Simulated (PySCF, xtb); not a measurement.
1-methyl-2,5-dihydropyrrole (C5H9N), SMILES CN1CC=CC1. Other conformers were not sampled.

Harmonic wavenumbers (cm⁻¹) from GFN2-xTB (xtb) at its own minimum, in rising order: 95, 218, 345, 346, 375, 600, 724, 762, 865, 877, 977, 986, 1002, 1047, 1061, 1100, 1107, 1147, 1165, 1207, 1220, 1265, 1318, 1321, 1416, 1476, 1478, 1492, 1496, 1699, 2778, 2785, 2815, 2915, 2915, 3009, 3011, 3122, 3138.

### Question
What does B3LYP-D3(BJ)/def2-SVP in PySCF give at its own minimum? (The exact figures need the calculation; the answer reports its results.)

### Answer
136, 232, 293, 346, 404, 621, 681, 796, 875, 935, 963, 997, 1019, 1034, 1073, 1111, 1135, 1187, 1194, 1245, 1276, 1316, 1386, 1389, 1445, 1462, 1480, 1483, 1502, 1699, 2866, 2872, 2896, 2997, 3001, 3051, 3101, 3198, 3221. Paired by order, the mean absolute difference is 39 cm⁻¹ and the zero-point energies are 81.0 and 82.8 kcal/mol.
